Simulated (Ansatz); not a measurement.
Species: PN (charge -1, doublet). 
Coordinates optimised at B3LYP-D3(BJ)/def2-TZVP (Ansatz, a program for electronic structure):
```
N
P 1 1.5504
```
Charge -1, spin multiplicity 2.

Basis-set convergence of Hartree-Fock and CCSD(T) correlation energies (hartree) with Ansatz. Correlated levels leave the core frozen unless marked. UHF or UKS for open shells. No spin-orbit coupling. Non-relativistic. This anion needs diffuse functions, which these sets lack.

The UHF reference is spin-contaminated (<S^2> 0.38 over the pure value in the largest basis). The T1 diagnostic of CCSD in the largest basis is 0.078, which is high, so the coupled-cluster rows are less sure than usual.

| basis | functions | E(HF) | E(corr, CCSD(T)) |
|---|---|---|---|
| def2-SVP | 32 | -394.95492 | -0.28899 |
| def2-TZVPP | 73 | -395.16269 | -0.36771 |
| def2-QZVPP | 127 | (withheld) | (withheld) |

Problem. Some entries are withheld; supply them.

Solution. 
- def2-QZVPP, E(HF): -395.18082
- def2-QZVPP, E(corr, CCSD(T)): -0.39302
